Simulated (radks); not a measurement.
Polarisability of the boron ion B3+, [He], at imaginary frequency. Method: scalar-relativistic Kohn-Sham, LDA (Slater exchange, VWN5 correlation), spin-polarised, spherical densities, finite nucleus; Fermi nuclear charge, rms radius 2.406 fm; computed with a radial shooting solver on a logarithmic mesh with Libxc functionals. Response by self-consistent Sternheimer equations with the Hartree and adiabatic LDA kernel, the relativistic mass of each level held fixed and spin-orbit coupling left out.

w (hartree)  alpha1(iw) (bohr^3)  alpha2(iw) (bohr^5)
0.00266                  0.02092             0.003892
0.0143                   0.02092             0.003892
0.0360                   0.02092             0.003892
0.0697                   0.02091             0.003892
0.118                    0.02091             0.003891
0.186                    0.02091             0.003891
0.280                    0.02089             0.003889
0.413                    0.02086             0.003886
0.605                    0.02080             0.003879
0.892                    0.02067             0.003863
1.35                     0.02037             0.003827
2.12                     0.01962             0.003737
3.59                     0.01762             0.003481
6.94                     0.01252             0.002732
17.5                    0.004350             0.001137

Static values: alpha1 = 0.02092 bohr^3 (0.003099 angstrom^3; uncoupled 0.02183), alpha2 = 0.003892 bohr^5, alpha3 = 0.001825 bohr^7. C6 = 0.002835, C8 = 0.002955, triple-dipole C9 = 0.00004368 atomic units. One-pole (London) frequency 4 C6 / (3 alpha1^2) = 8.641 hartree, against 8.423 for minus the highest occupied eigenvalue.
